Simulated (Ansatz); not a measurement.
Job for Ansatz (a program for electronic structure): U-SVWN5/def2-TZVPP on C6H4 (SMILES [c]1cc[c]cc1), 2S+1 = 3, a spin state set in the input, which need not be the lowest, at the other state's geometry.

Ansatz 0.2 input:
```yaml
crystal:
  periodic: [false, false, false]
  atoms:
    - {symbol: C, position_ang: [-0.05294318, 1.33068745, -0.04311261]}
    - {symbol: C, position_ang: [1.18614664, 0.75590661, -0.03661617]}
    - {symbol: C, position_ang: [1.24248700, -0.66016638, 0.00926282]}
    - {symbol: C, position_ang: [0.05294318, -1.33068745, 0.04311261]}
    - {symbol: C, position_ang: [-1.18614664, -0.75590661, 0.03661617]}
    - {symbol: C, position_ang: [-1.24248700, 0.66016638, -0.00926282]}
    - {symbol: H, position_ang: [2.10597572, 1.32590280, -0.06448014]}
    - {symbol: H, position_ang: [2.20472031, -1.15596898, 0.01592940]}
    - {symbol: H, position_ang: [-2.10597572, -1.32590280, 0.06448014]}
    - {symbol: H, position_ang: [-2.20472031, 1.15596898, -0.01592940]}
basis:
  gaussian:
    orbitals: def2-TZVPP
hamiltonian:
  xc: {name: SVWN5}
magnetization: {spin_polarized: true, initial_magnetization: 2}
```

Output:

```
WARN ansatz: RAYON_NUM_THREADS=6 ignored (pool sized by the plan → 6); use --threads N
Functional definition: SVWN5
integrals: 0.15 GiB planned
1316 factors; their error is unknown
mean field: 1.57 GiB planned
mean field evaluation 1: about -6213.2793 eV, gradient 5.1e1 eV
mean field evaluation 2: about -6195.1424 eV, gradient 7.9e1 eV
mean field evaluation 4: about -6226.4517 eV, gradient 3.4e0 eV
mean field evaluation 8: about -6226.5042 eV, gradient 1.5e-1 eV
mean field evaluation 16: about -6226.4706 eV, gradient 1.4e-3 eV
mean field -6226.47057630 eV, -228.8185732256 hartree, gradient 1.3e-5 eV, S^2 2.005777; 0 other end points of the search recorded, 0 dependent functions left out
reference -6226.47061366 eV, -228.8185745986 hartree; 21, 19 occupied and 221, 223 virtual orbitals, 1316 factors
Total energy: -6226.47061366 eV, -228.8185745986 hartree
```

Self-consistency was reached.

Cost: very roughly 7 core-seconds.
